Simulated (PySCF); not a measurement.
# Deuteron quadrupole couplings in `CC(C)(C)n1ccc(C#N)n1`

Species: C8H11N3.
Atom-mapped SMILES: `[CH3:1][C:2]([CH3:3])([CH3:4])[n:5]1[cH:6][cH:7][c:8]([C:9]#[N:10])[n:11]1` (hydrogens: H12, H13, H14 on C1; H15, H16, H17 on C3; H18, H19, H20 on C4; H21 on C6; H22 on C7)

Geometry (GFN2-xTB, Å), atoms numbered from 1 in this order:
```xyz
22
C8H11N3 angstrom
C     -0.857    1.842   -0.281
C     -0.950    0.330   -0.093
C     -1.729   -0.301   -1.252
C     -1.616    0.003    1.247
N      0.400   -0.217   -0.087
C      0.746   -1.516    0.054
C      2.116   -1.581    0.002
C      2.517   -0.240   -0.179
C      3.834    0.236   -0.295
N      4.923    0.583   -0.386
N      1.454    0.559   -0.228
H     -0.283    2.289    0.525
H     -1.854    2.273   -0.288
H     -0.361    2.077   -1.218
H     -1.225   -0.104   -2.195
H     -1.819   -1.377   -1.124
H     -2.728    0.123   -1.298
H     -1.032    0.413    2.068
H     -1.706   -1.072    1.389
H     -2.612    0.437    1.280
H      0.023   -2.295    0.182
H      2.747   -2.442    0.078
```

Level: PBE0/pcSseg-1 (PySCF, non-relativistic); Q(2H) = 0.00286 b; rigid geometry, the same for H and D, with no vibrational averaging.

Question: Give the electric field gradient Vzz (the principal value of largest size), its asymmetry and the 2H coupling at each hydrogen.

Answer: 
```
atom  bonded to  bond length (Å)  Vzz (au)     η  χzz (kHz)
 H12         C1            1.086    0.3140  0.04        211
 H13         C1            1.086    0.3168  0.03        213
 H14         C1            1.086    0.3139  0.04        211
 H15         C3            1.088    0.3115  0.02        209
 H16         C3            1.087    0.3146  0.03        211
 H17         C3            1.087    0.3154  0.03        212
 H18         C4            1.088    0.3116  0.02        209
 H19         C4            1.087    0.3145  0.03        211
 H20         C4            1.087    0.3155  0.03        212
 H21         C6            1.071    0.3445  0.09        232
 H22         C7            1.070    0.3479  0.07        234
```

Question: How does χzz go with the bond length over the 11 C–H bonds?

Answer: A straight-line fit has a slope of -13.1 kHz for each 0.01 Å, with a correlation coefficient of -0.99, over lengths from 1.070 to 1.088 Å. The longer bonds have the smaller couplings here.

Question: Give the 2H NMR doublet splittings at H19 for a magnetic field along the z, y and x axes of the gradient: 3χ/2, 3χ(1 + η)/4, 3χ(1 − η)/4.

Answer: With |χ| = 211.4 kHz and η = 0.032: 317, 164 and 153 kHz, to first order and without motion.

Isolated species at its GFN2-xTB geometry, gas phase. GFN2-xTB bond lengths can be off by several hundredths of an ångström, more for odd bonds, and the gradients follow them. A larger basis could move these couplings by a tenth or more.

The run behind these numbers computed NMR shieldings as well. Cost: about 2.4 min of CPU time on one thread; the machine was shared, so the figure is rough.
